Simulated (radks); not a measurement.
Polarisability of the nitrogen ion N4+, [He] 2s1, at imaginary frequency. Method: scalar-relativistic Kohn-Sham, LDA (Slater exchange, VWN5 correlation), spin-polarised, spherical densities, finite nucleus; open shells are filled with parallel spins first; Fermi nuclear charge, rms radius 2.5582 fm; computed with a radial shooting solver on a logarithmic mesh with Libxc functionals. Response by self-consistent Sternheimer equations with the Hartree and adiabatic LDA kernel, the relativistic mass of each level held fixed and spin-orbit coupling left out.

w (hartree)  alpha1(iw) (bohr^3)  alpha2(iw) (bohr^5)
0.00266                    1.577               0.5143
0.0143                     1.575               0.5143
0.0360                     1.564               0.5142
0.0697                     1.531               0.5138
0.118                      1.452               0.5129
0.186                      1.301               0.5107
0.280                      1.069               0.5060
0.413                     0.7875               0.4966
0.605                     0.5204               0.4778
0.892                     0.3168               0.4412
1.35                      0.1837               0.3737
2.12                      0.1015               0.2668
3.59                     0.05022               0.1412
6.94                     0.02003              0.04786
17.5                    0.005463             0.008430

Static values: alpha1 = 1.577 bohr^3 (0.2336 angstrom^3; uncoupled 1.857), alpha2 = 0.5144 bohr^5, alpha3 = 0.8598 bohr^7. C6 = 0.7982, C8 = 2.316, triple-dipole C9 = 0.9099 atomic units. One-pole (London) frequency 4 C6 / (3 alpha1^2) = 0.428 hartree, against 3.272 for minus the highest occupied eigenvalue.
